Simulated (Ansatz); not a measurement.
# Interaction energy ladder

The pair of Cl⁻ (SMILES [Cl-], atom 1) and H₂O₂ (SMILES OO, atoms 2–5), both closed shells, in one local arrangement (a lower one may exist), relaxed at PBE0-D4/def2-TZVPD:

| atom | x (Å) | y (Å) | z (Å) |
| --- | --- | --- | --- |
| Cl1 | 0.1004 | 0.5737 | -1.8723 |
| O2 | 0.0785 | -0.9642 | 0.7317 |
| O3 | -0.1784 | 0.3925 | 1.1337 |
| H4 | 0.1583 | -0.8381 | -0.2446 |
| H5 | -0.1587 | 0.8360 | 0.2515 |

Program: Ansatz 0.2.0. Basis: def2-TZVPPD, with def2-QZVPPD for the basis limit. Cores are frozen in the correlated methods. B3LYP uses VWN-RPA correlation. Extrapolation: Hartree–Fock as exp(−7.88 √X), correlation as X^−2.97. Interaction energies count from these two fragments, frozen as in the pair, with the counterpoise correction; negative means bound.

Q: What is the interaction energy by CCSD(T) at an estimated basis limit (MP2 extrapolated from triple and quadruple zeta, plus CCSD(T) − MP2 in triple zeta)? (An estimate is asked for; the value comes from the calculation.)

A: The calculation gives: -136.8 kJ/mol. Hartree–Fock alone gives -116.1 kJ/mol at the basis limit. It counts from the two fragments frozen as in the pair.

The same quantity by other methods in triple zeta, and each one's difference from that estimate:
```json
{"method": "PBE-D4", "E_int (kJ/mol)": "-142.1", "difference": "-5.2"}
{"method": "revPBE-D4", "E_int (kJ/mol)": "-136.3", "difference": "0.5"}
{"method": "BLYP-D4", "E_int (kJ/mol)": "-135.4", "difference": "1.5"}
{"method": "r2SCAN-D4", "E_int (kJ/mol)": "-142.3", "difference": "-5.4"}
{"method": "B97M-V", "E_int (kJ/mol)": "-134.0", "difference": "2.9"}
{"method": "PBE0-D4", "E_int (kJ/mol)": "-142.0", "difference": "-5.2"}
{"method": "B3LYP-D4", "E_int (kJ/mol)": "-137.7", "difference": "-0.8"}
{"method": "HSE06-D4", "E_int (kJ/mol)": "-141.8", "difference": "-4.9"}
{"method": "wB97X-V", "E_int (kJ/mol)": "-137.3", "difference": "-0.4"}
{"method": "wB97M-V", "E_int (kJ/mol)": "-136.7", "difference": "0.2"}
{"method": "B2PLYP", "E_int (kJ/mol)": "-132.7", "difference": "4.2"}
{"method": "HF", "E_int (kJ/mol)": "-115.9", "difference": "21.0"}
{"method": "MP2", "E_int (kJ/mol)": "-134.1", "difference": "2.8"}
{"method": "CCSD", "E_int (kJ/mol)": "-127.8", "difference": "9.0"}
{"method": "CCSD(T)", "E_int (kJ/mol)": "-130.9", "difference": "6.0"}
```
Differences are method less estimate.

Energy to bend the free fragments (PBE0-D4 minima) into their shapes in the pair, CCSD(T)/def2-TZVPPD: H₂O₂ 38.2 kJ/mol. This must be added to the interaction energy to get the binding energy from relaxed fragments.

Basis-set superposition shift (counterpoise-corrected less uncorrected): CCSD(T) 6.1; MP2 5.7; HF 0.3; PBE0-D4 0.5; wB97M-V 0.5 kJ/mol.

T1 diagnostic: at most 0.013.

For scale, one of the runs: CCSD(T)/def2-TZVPPD, 165 basis functions (an equivalent command: `ansatz run in.yaml --threads 2`). Hardware: 2 CPU threads, shared host. Wall time 47 s; peak host memory 1.3 GiB.
